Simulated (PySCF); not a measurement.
SMILES FC(F)(F)CCc1cccs1, GFN2-xTB optimised geometry.

```
18

F     -2.01    -2.54    -3.63
C     -1.35    -2.18    -2.52
F     -0.62    -1.11    -2.85
F     -0.48    -3.17    -2.26
C     -2.31    -1.93    -1.37
C     -1.57    -1.80    -0.03
C     -0.65    -0.63     0.00
C      0.71    -0.63     0.00
C      1.27     0.67     0.00
C      0.32     1.64     0.00
S     -1.27     0.99     0.00
H     -2.86    -1.01    -1.59
H     -3.00    -2.77    -1.34
H     -2.32    -1.69     0.76
H     -1.00    -2.71     0.16
H      1.30    -1.53    -0.01
H      2.32     0.87     0.00
H      0.45     2.71     0.00
```

Density from B3LYP/def2-SVP run with PySCF at that geometry.

Minimum of the electron density along straight lines between bonded atoms, close to the bond critical point (lines longer than 1.1 times the sum of covalent radii, or with two minima, are not listed):

```csv
bond,length / Å,ρ at the minimum / e bohr⁻³,∇²ρ there / e bohr⁻⁵,position (fraction from the first atom)
F1–C2,1.345,0.273,-0.25,0.66
C2–F3,1.339,0.276,-0.23,0.34
C2–F4,1.342,0.273,-0.21,0.34
C2–C5,1.517,0.265,-0.67,0.54
C5–C6,1.535,0.239,-0.54,0.51
C6–C7,1.492,0.259,-0.61,0.49
C7–C8,1.359,0.325,-0.83,0.51
C8–C9,1.414,0.297,-0.74,0.50
C9–C10,1.355,0.327,-0.84,0.49
C7–S11,1.736,0.211,-0.44,0.47
C10–S11,1.718,0.217,-0.47,0.47
C5–H12,1.092,0.278,-1.03,0.63
C5–H13,1.091,0.278,-1.03,0.63
C6–H14,1.092,0.277,-1.02,0.63
C6–H15,1.092,0.279,-1.03,0.63
C8–H16,1.075,0.284,-1.09,0.63
C9–H17,1.075,0.285,-1.10,0.63
C10–H18,1.072,0.286,-1.12,0.64
```
